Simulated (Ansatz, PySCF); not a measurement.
NS, SMILES [N]=S, multiplicity 2. Atoms are numbered in the order given.

```xyz
2

N      0.0000     0.0000    -1.0315
S      0.0000     0.0000     0.4589
```
Charge 0, spin multiplicity 2.

Coordinates come from a B3LYP-D3(BJ)/def2-TZVPD optimisation.

Two levels are set side by side: PBE-D3(BJ)/def2-TZVPD (Ansatz, a first-principles code) and B3LYP-D3(BJ)/def2-TZVPD (Ansatz). Each level has its own optimised geometry; the coordinates shown are those of the second. Frequencies come from the Hessian of PySCF at each geometry. Differences are taken from unrounded values.

| quantity | B3LYP-D3(BJ) |
|---|---|
| bond N1–S2 (Å) | 1.490 |
| highest harmonic wavenumber (cm⁻¹) | 1257 |
| mean harmonic wavenumber (cm⁻¹) | 1257 |
| zero-point energy (kcal/mol) | 1.80 |

What does PBE-D3(BJ) give, and how far is it from B3LYP-D3(BJ)? (Estimate from the structure and the level; the computed values follow.)


```csv
quantity,PBE-D3(BJ),PBE-D3(BJ) minus B3LYP-D3(BJ)
bond N1–S2 (Å),1.505,0.015
highest harmonic wavenumber (cm⁻¹),1214,-43
mean harmonic wavenumber (cm⁻¹),1214,-43
zero-point energy (kcal/mol),1.73,-0.06
```
